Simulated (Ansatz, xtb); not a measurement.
**ClH4NSiSn: which of two isomers lies lower**

Structure a is `Cl[SiH2][NH][SnH]`, a singlet and structure b is `[SiH3][NH][Sn][Cl]`, a singlet. Both are isolated molecules in the gas phase, relaxed with r2SCAN-D4/def2-SVP; the shapes shown needn't be the lowest conformers.

a (Å):

```xyz
8

Cl    2.4686    2.8771   -1.9492
N     0.3930    0.7435   -0.8526
Si    1.0438    2.3123   -0.5292
Sn    1.0999   -1.1199   -0.2910
H    -0.0293    3.3447   -0.5954
H     1.7261    2.3064    0.7878
H    -0.3741    0.7205   -1.5262
H     2.3583   -0.3500    0.7130
```

b (Å):

```
atom    x (Å)    y (Å)    z (Å)
  Cl   1.2029   0.2119   2.6370
   N  -0.7762   0.0181   0.0765
  Si  -1.7609  -0.0244  -1.3604
  Sn   1.0623   0.9028   0.3294
   H  -2.0129  -1.4156  -1.8513
   H  -3.0920   0.6331  -1.1721
   H  -1.1296  -0.4465   0.9165
   H  -1.0003   0.7238  -2.4091
```

Q: Which of the two would you expect CCSD(T)/def2-SVP + ΔMP2/def2-TZVPP electronic energies to favour?

A: Structure b; the calculation gives E(b) − E(a) = −42.7 kJ/mol.

How the difference moves with the method:

| level | geometry | E(b) − E(a) (kJ/mol) | departure from the last row (kJ/mol) | job, with rough time for the two |
| --- | --- | --- | --- | --- |
| r2SCAN-D4/def2-SVP | r2SCAN-D4/def2-SVP | −50.9 | −8.2 | optimisation, 2.4 min |
| HF/def2-SVP | r2SCAN-D4/def2-SVP | −46.7 | −4.1 | part of the CCSD(T) run |
| MP2/def2-SVP | r2SCAN-D4/def2-SVP | −44.1 | −1.4 | part of the CCSD(T) run |
| CCSD(T)/def2-SVP | r2SCAN-D4/def2-SVP | −42.5 | +0.2 | single point |
| CCSD(T)/def2-SVP + ΔMP2/def2-TZVPP | r2SCAN-D4/def2-SVP | −42.7 |  | single point, 63 s |

As drawn, b has 1 Cl–Sn, 1 Si–H in place of 1 Cl–Si, 1 Sn–H.

The levels shown agree on the order. The largest departure from CCSD(T)/def2-SVP + ΔMP2/def2-TZVPP is that of r2SCAN-D4/def2-SVP, 8.2 kJ/mol. Levels run at GFN2-xTB geometries aren't shown. The last row adds to CCSD(T) the change of the MP2 difference between the two basis sets, here −0.2 kJ/mol.

With harmonic frequencies from r2SCAN-D4/def2-SVP (ideal gas, rigid rotor, one conformer each, 298.15 K, 1 atm): on the last row, ΔE + ΔZPE = −40.6 kJ/mol. A mode under 50 cm⁻¹ makes harmonic enthalpies and free energies unreliable, so none is given.

The correlated steps freeze 15 core orbitals; the filled d shell of Sn is correlated, in a basis made for valence electrons. Atoms past krypton carry core potentials in the def2 sets and no spin–orbit term is included. Run with Ansatz 0.2.0; the last row on 1 thread of Arm Neoverse V1 on a shared host.
